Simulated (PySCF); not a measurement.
Job file and geometry (Å, from GFN2-xTB) of an NMR shielding run on SMILES C[O+](C)[BH2-]C(F)=C(F)F, C$_{4}$H$_{8}$BF$_{3}$O, GIAO PBE0/pcSseg-1 NMR shielding, non-relativistic, gas phase in PySCF; density fitting, a coarse starting grid and PySCF grid level 2 are the driver's defaults:

```
$ OMP_NUM_THREADS=1 python probes_run.py task.json out

{"job": {"kind": "nmr", "xc": "PBE0", "basis": "pcSseg-1"}, "charge": 0, "multiplicity": 1}
C     -1.474843    -0.842233    -0.955297
O     -1.006245     0.403917    -0.457943
C     -1.268185     0.551189     0.928437
B      0.541566     0.731624    -0.855647
C      1.487356    -0.297562    -0.059052
F      1.527886    -1.597863    -0.486173
C      2.266656    -0.016895     0.974128
F      2.320626     1.187481     1.544670
F      3.088353    -0.848859     1.622369
H     -2.548290    -0.924500    -0.768853
H     -0.957515    -1.685655    -0.491675
H     -1.287820    -0.854696    -2.026378
H     -2.346211     0.505107     1.100225
H     -0.887604     1.524143     1.230471
H     -0.772771    -0.227195     1.516121
H      0.598920     0.559136    -2.022834
H      0.711123     1.844890    -0.503557
```

Q: Write the output of this run.

A: 
```
coarse grid: 14736 points
cycle   1  E = -555.9432708246  dE =  1.181e+00  |g| = 7.814e-01  |ddm| = 3.511e+00
cycle   2  E = -555.8171865704  dE =  1.261e-01  |g| = 1.175e+00  |ddm| = 1.262e+00
cycle   3  E = -556.0521484494  dE = -2.350e-01  |g| = 1.085e-01  |ddm| = 8.106e-01
cycle   4  E = -556.0540816349  dE = -1.933e-03  |g| = 5.718e-02  |ddm| = 1.336e-01
cycle   5  E = -556.0546533927  dE = -5.718e-04  |g| = 1.451e-02  |ddm| = 5.264e-02
cycle   6  E = -556.0546908627  dE = -3.747e-05  |g| = 4.004e-03  |ddm| = 1.392e-02
cycle   7  E = -556.0546945177  dE = -3.655e-06  |g| = 1.210e-03  |ddm| = 3.946e-03
final grid: 145040 points
cycle   8  E = -556.1360829609  dE = -5.527e-05  |g| = 1.386e-02  |ddm| = 3.523e-02
cycle   9  E = -556.1360476756  dE =  3.529e-05  |g| = 2.029e-02  |ddm| = 1.834e-02
cycle  10  E = -556.1361182692  dE = -7.059e-05  |g| = 1.611e-03  |ddm| = 1.080e-02
cycle  11  E = -556.1361188402  dE = -5.710e-07  |g| = 2.297e-04  |ddm| = 1.473e-03
cycle  12  E = -556.1361188508  dE = -1.065e-08  |g| = 8.822e-05  |ddm| = 2.412e-04
cycle  13  E = -556.1361188522  dE = -1.434e-09  |g| = 2.674e-05  |ddm| = 7.719e-05
cycle  14  E = -556.1361188524  dE = -1.160e-10  |g| = 8.044e-06  |ddm| = 2.572e-05
converged SCF energy = -556.1361188524

GIAO shielding tensors (ppm)
atom      isotropic    diamagn.    paramagn.     s11        s22        s33       span
  0 C      118.439     247.219    -128.780     82.323     90.366    182.628    100.305
  1 O      324.668     397.678     -73.010    292.241    337.954    343.807     51.566
  2 C      121.148     248.638    -127.490     84.084     96.387    182.972     98.887
  3 B      100.969     191.235     -90.266     76.896     87.915    138.098     61.202
  4 C       42.690     257.627    -214.937      9.850     42.492     75.729     65.879
  5 F      368.079     474.640    -106.561    277.809    374.391    452.037    174.228
  6 C       12.856     250.240    -237.384    -63.565     47.690     54.444    118.009
  7 F      289.736     474.968    -185.232    243.786    299.980    325.443     81.656
  8 F      266.332     470.713    -204.381    228.330    278.109    292.557     64.227
  9 H       28.345      28.926      -0.581     24.508     25.652     34.874     10.366
 10 H       27.842      30.949      -3.107     23.475     27.943     32.108      8.633
 11 H       27.524      29.389      -1.865     24.120     25.056     33.396      9.276
 12 H       28.319      29.527      -1.209     24.574     25.867     34.515      9.941
 13 H       27.812      30.459      -2.648     24.146     25.832     33.457      9.312
 14 H       27.910      31.871      -3.961     23.948     27.847     31.935      7.987
 15 H       28.382      31.291      -2.909     24.873     27.894     32.378      7.504
 16 H       28.521      32.078      -3.557     25.188     28.329     32.045      6.857
```

Size and cost of the density-fitted run: 193 basis functions, 51 s wall time on 1 thread of an Arm Neoverse N1, shared host; peak memory 0.9 GiB.
